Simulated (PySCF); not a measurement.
Geometries of 3 isomers of FH6PSi2, from PBE0-D3(BJ)/def2-SVP geometry optimisation, gas phase (PySCF). One conformer each, no zero-point energy, no frequencies.

Question: Which is lowest in electronic energy at this level?
A.
```xyz
10
angstrom
F      1.239   -0.788    1.236
Si     1.520   -0.233   -0.273
P     -0.120    1.099   -1.020
Si    -1.831    0.001   -0.014
H      2.800    0.527   -0.248
H      1.611   -1.416   -1.171
H      0.044    2.087   -0.001
H     -1.802   -1.404   -0.520
H     -1.742    0.007    1.475
H     -3.108    0.647   -0.436
```
B.
```xyz
10
angstrom
F      0.799    1.908   -1.094
Si     0.512    0.876    0.140
Si    -1.502   -0.236   -0.293
P      2.281   -0.517    0.345
H      0.445    1.676    1.400
H     -1.355   -1.071   -1.524
H     -1.794   -1.133    0.869
H     -2.638    0.718   -0.474
H      1.673   -1.141    1.481
H      1.772   -1.487   -0.573
```
C.
```xyz
10
angstrom
F      2.908    0.392   -0.498
Si     1.671   -0.354    0.262
Si    -0.327    0.719   -0.322
P     -2.019   -0.363    0.742
H      1.659   -1.785   -0.165
H      1.911   -0.282    1.733
H     -0.302    2.127    0.181
H     -0.480    0.745   -1.810
H     -1.967   -1.490   -0.135
H     -3.043    0.291   -0.008
```

Answer: A. That is `P([SiH2]F)[SiH3]`, 7.1 kcal/mol below the next.

```tsv
SMILES	atoms numbered as above	E (Eh)	relative (kcal/mol)	relative (kJ/mol)	dipole (D)
F[SiH2]P[SiH3]	[F:1][SiH2:2][PH:3][SiH3:4]	-1023.01220	0.0	0.0	0.50
F[Si@@H]([SiH3])P	[F:1][Si@@H:2]([SiH3:3])[PH2:4]	-1023.00096	7.1	29.5	1.84
F[SiH2][SiH2]P	[F:1][SiH2:2][SiH2:3][PH2:4]	-1022.99975	7.8	32.7	1.43
```

As drawn, the highest has an Si–Si bond, which the lowest lacks.
